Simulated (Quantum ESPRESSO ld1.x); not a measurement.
Q: All-electron atom: Ti3.75+ in [Ne] 3s2 3d(up 1, down 1) 3p(up 2.25, down 2) (fractional occupations, a model configuration). Method: scalar-relativistic Kohn-Sham, LDA (Slater exchange, Perdew-Wang correlation), spin-polarised, spherical densities, point nucleus; computed with ld1.x of Quantum ESPRESSO 7.5. Some entries of the table are withheld. Estimate them.

| orbital | occ. | eigenvalue (eV) | <r^2> (bohr^2) |
|---|---|---|---|
| 1s up | 1 | -4912.61 | 0.006537 |
| 1s down | 1 | -4912.50 | 0.006537 |
| 2s up | 1 | -588.691 | 0.1253 |
| 2s down | 1 | -588.585 | 0.1252 |
| 2p up | 3 | -497.613 | (1) |
| 2p down | 3 | -497.482 | (2) |
| 3s up | 1 | -110.534 | 1.096 |
| 3s down | 1 | -110.173 | 1.098 |
| 3p up | 2.25 | (3) | (4) |
| 3p down | 2 | (5) | (6) |
| 3d up | 1 | -49.4297 | 1.620 |
| 3d down | 1 | -49.1348 | 1.630 |

A: 
(1) 2p up <r^2> (bohr^2): 0.1036
(2) 2p down <r^2> (bohr^2): 0.1036
(3) 3p up eigenvalue (eV): -86.3846
(4) 3p up <r^2> (bohr^2): 1.234
(5) 3p down eigenvalue (eV): -86.0393
(6) 3p down <r^2> (bohr^2): 1.237
